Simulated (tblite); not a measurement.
Input of a run (GFN2-xTB geometry optimisation, gas phase (tblite 0.8.0)), started from a force field or distance geometry:
```
{"job": {"kind": "relax", "xc": "GFN2-xTB", "basis": "xTB"}, "charge": 0, "multiplicity": 2}
O     -2.530800    -0.140000    -0.250900
C     -1.184700    -0.077900    -0.132900
C     -0.535400     1.077000     0.310900
C      0.846200     1.107700     0.417000
C      1.585200    -0.040500     0.120300
S      3.373900    -0.007200     0.264500
C      0.946100    -1.196300    -0.321300
C     -0.440100    -1.216500    -0.432000
H     -2.878100     0.729500     0.007700
H     -1.105700     1.974800     0.559700
H      1.349500     1.999800     0.758800
H      1.521000    -2.088500    -0.558800
H     -0.951400    -2.121300    -0.760700
```

Output (eV, eV/Å):
```
step      E/eV     max force
  0    -616.65932    1.475
  1    -616.71694    0.937
  2    -616.73827    0.492
  3    -616.74416    0.331
  4    -616.74724    0.119
  5    -616.74788    0.074
  6    -616.74831    0.055
  7    -616.74857    0.056
  8    -616.74895    0.054
  9    -616.74917    0.039
 10    -616.74932    0.029
 11    -616.74943    0.031
 12    -616.74954    0.032
 13    -616.74962    0.022
 14    -616.74966    0.017
 15    -616.74969    0.016
 16    -616.74971    0.011
 17    -616.74972    0.007
```

Summarise the run.

The energy falls by 8.7 kJ/mol over 17 L-BFGS steps, the largest force on an atom goes from 1.47 to 0.007 eV/Å, and the atoms move by 0.026 Å rms after alignment. The bond that changes most is C5–S6 (ends: carbon bonded to 2 C and S; sulfur bonded to C), which shortens by 0.079 Å. Bonds longer at the end by more than 0.005 Å: 2 of 13; shorter: 7. Among the angles that change most is C2–O1–H9, from 106.9° to 110.5°. The energy never rose by more than 1e-5 eV on the way. The first step brought 64 % of the lowering.

What are the final bond lengths?

O1–C2 1.350 Å, C2–C3 1.396 Å, C3–C4 1.375 Å, C4–C5 1.402 Å, C5–S6 1.715 Å, C5–C7 1.404 Å, C7–C8 1.373 Å, C2–C8 1.399 Å, O1–H9 0.966 Å, C3–H10 1.082 Å, C4–H11 1.079 Å, C7–H12 1.079 Å, C8–H13 1.078 Å. Numbering counts from 1 in the input's order; the species is `OC1=CC=C([S])C=C1` [radical].

Its GFN2-xTB frequencies are all real (lowest 106 cm⁻¹).

Conformer computed: `[OH:1][c:2]1[cH:3][cH:4][c:5]([S:6])[cH:7][cH:8]1`: H–O1–C2–C3 0°.

One conformer stands for the species.
